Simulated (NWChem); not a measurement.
Molecule: AlH, singlet; SMILES [AlH]

```xyz
2

Al     0.0000     0.0000     0.1423
H      0.0000     0.0000    -1.5249
```
Atoms are numbered in this order, from 1.

Computed with NWChem. Pople sets run with spherical d functions. Low-valent species are run as closed-shell singlets; no triplet was tried in these runs. Geometry: optimised at PBE0/def2-SVP. Isotropic indirect couplings, all four terms, static geometry, non-relativistic.

For level B3LYP/6-31G**:

```
Quantity                        Value
------------------------------  -----
J(27Al atom 1, 1H atom 2) (Hz)    7.0
```

Estimate the same quantities for level PBE0/pcJ-1.


* **J(27Al atom 1, 1H atom 2) (Hz)**: -19.9
